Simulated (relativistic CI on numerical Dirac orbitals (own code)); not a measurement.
Slater and spin-orbit integrals, Tm12+

These numbers are calculated, not measured: Dirac-Coulomb-Breit CI, separate exchange-only KLI orbitals for each configuration, model QED (radiative potential, 1s self-energy scaled to tabulated hydrogen-like ionisation energies), unscaled Slater integrals (own radial code, finite nucleus).

Slater integrals F^k, G^k are unscaled and averaged over j, outside the closed core [Ar] 3d10 4p6 4d10; ζ comes from projecting the Hamiltonian with its Breit term on Σ l·s of the shell.

- 4s2 4f9 5s2: F^2(4f,4f) = 160320, F^4(4f,4f) = 102130, F^6(4f,4f) = 73936, ζ(4f) = 3119.1 cm⁻¹; <r>(4f) = 0.6205, <r^2>(4f) = 0.4608 (bohr units).
- 4s2 4f11: F^2(4f,4f) = 154150, F^4(4f,4f) = 97936, F^6(4f,4f) = 70813, ζ(4f) = 2866.8 cm⁻¹; <r>(4f) = 0.6409, <r^2>(4f) = 0.4934 (bohr units).
- 4s2 4f10 5s: F^2(4f,4f) = 157120, F^4(4f,4f) = 99953, F^6(4f,4f) = 72312, ζ(4f) = 2991.6, G^3(4f,5s) = 34412 cm⁻¹; <r>(4f) = 0.6309, <r^2>(4f) = 0.4774, <r>(5s) = 1.064, <r^2>(5s) = 1.259 (bohr units).

Averages of the first 9 configurations, taken without configuration mixing, which lowers the lowest level and can move excited configurations by several eV; other configurations of the list can lie among them:

```csv
Configuration,Parity,States,Average energy above the lowest level (eV)
4s2 4f9 5s2,odd,2002,11.3
4s2 4f11,odd,364,58.4
4s2 4f10 5s,even,2002,32.3
4s2 4f10 5p,odd,6006,67.2
4s2 4f10 5d,even,10010,114.9
4s2 4f10 6s,even,2002,147.5
4s2 4f7 5s2 6s2,odd,3432,228.3
4s2 4f9 6s2,odd,2002,249.4
4f11 5s2,odd,364,966.2
```
